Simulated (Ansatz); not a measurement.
One change: `[F][In]([Cl])[SeH]` becomes `[F][In]([F])[SeH]`.

Ansatz, PBE0-D4/def2-TZVP geometries, multiplicity 1. Each molecule was computed in one conformer, which needn't be the lowest.

Elements past krypton have def2 core potentials. Scalar relativity is left out up to krypton.

| property | `[F][In]([Cl])[SeH]` |
| --- | --- |
| HOMO–LUMO gap (ωB97M-V/def2-TZVPP) / eV | 9.50 |
| HOMO–LUMO gap (PBE0/def2-TZVPP) / eV | 5.45 |
| size of the dipole moment (ωB97M-V/def2-TZVPP) / D | 2.35 |
| HOMO–LUMO gap (PBE/def2-TZVPP) / eV | 3.44 |
| ideal-gas entropy at 298 K and 1 bar (rigid rotor, harmonic PBE0-D4/def2-TZVP) / J/(mol·K) | 369 |
| HOMO energy (PBE0/def2-TZVPP) / eV | -8.02 |

**Question.** What does the change do to each property? (Estimate.)

**Answer.** Computed: 
```
                                                                                  property  `[F][In]([F])[SeH]`  shift
                                                   HOMO–LUMO gap (ωB97M-V/def2-TZVPP) / eV                 9.55   0.05
                                                      HOMO–LUMO gap (PBE0/def2-TZVPP) / eV                 5.48   0.03
                                        size of the dipole moment (ωB97M-V/def2-TZVPP) / D                 3.09   0.74
                                                       HOMO–LUMO gap (PBE/def2-TZVPP) / eV                 3.44   0.00
ideal-gas entropy at 298 K and 1 bar (rigid rotor, harmonic PBE0-D4/def2-TZVP) / J/(mol·K)                  359    -10
                                                        HOMO energy (PBE0/def2-TZVPP) / eV                -8.16  -0.14
```

Dipoles are sizes alone; their direction can turn.

Spin–orbit coupling is left out; it splits and shifts lone-pair levels of the heavy atoms by tenths of an eV.
